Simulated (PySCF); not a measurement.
## Working out the ionisation energy of As

As [Ar] 3d10 4s2 4p3 (4S) → As⁺ [Ar] 3d10 4s2 4p2 (3P). All numbers are calculated (PySCF 2.14, scalar relativity through the core potential, in cc-pVTZ-PP with ECP10MDF (5s4p3d1f, 39 functions)). Frozen: 3s2 3p6 3d10. Energies in hartree (1 hartree = 27.21139 eV):

```tsv
part	As (lower)	As⁺ (upper)
UHF	-331.210153	-330.863829
CCSD correlation	-0.085569	-0.069428
(T)	-0.002787	-0.001632
```

**Question.** What does Hartree-Fock give?

**Answer.** (-330.863829) − (-331.210153) = 0.346324 hartree = 9.424 eV.

**Question.** What do CCSD and CCSD(T) give?

**Answer.** The CCSD correlation energies differ by 0.016141 hartree = 0.439 eV and the triples by 0.001155 hartree = 0.031 eV, so CCSD gives 9.863 eV and CCSD(T) 9.894 eV.

Measured between the centres of the two terms (NIST): 10.008 eV, so CCSD(T) (valence) is off by -0.114 eV.

What remains against the reference includes basis incompleteness, the frozen core and higher excitations.
